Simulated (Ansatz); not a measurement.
```xyz
10

C    -1.411    0.555   -0.419
Hf    0.608    0.058    0.331
O     0.369   -1.525    1.366
O     1.662   -0.200   -1.236
Br    1.399    2.021    1.723
H    -2.103    0.734    0.412
H    -1.387    1.462   -1.034
H    -1.832   -0.249   -1.032
H     0.426   -2.370    1.798
H     2.269   -0.484   -1.911
```

Charge 0, multiplicity 1. Hf takes the def2 core potential.

Q: List the CAM-B3LYP/def2-TZVPP orbital energies in eV (Ansatz 0.2.0). (An estimate is asked.)

A: The calculation gave: Occupied: -13140.18, -1701.68, -1533.40, -1533.39, -1533.38, -522.64, -522.64, -277.67, -237.76, -178.58, -178.53, -178.52, -72.94, -72.92, -72.92, -72.87, -72.87, -70.00, -38.75, -38.47, -38.13, -28.85, -28.55, -22.35, -20.20, -16.26, -15.71, -12.47, -12.39, -11.82, -11.55, -11.39, -11.21, -10.61, -9.62, -9.53, -9.08. Lowest empty: 0.50, 0.61, 1.21, 1.58, 1.58, 1.82, 2.11, 2.48.
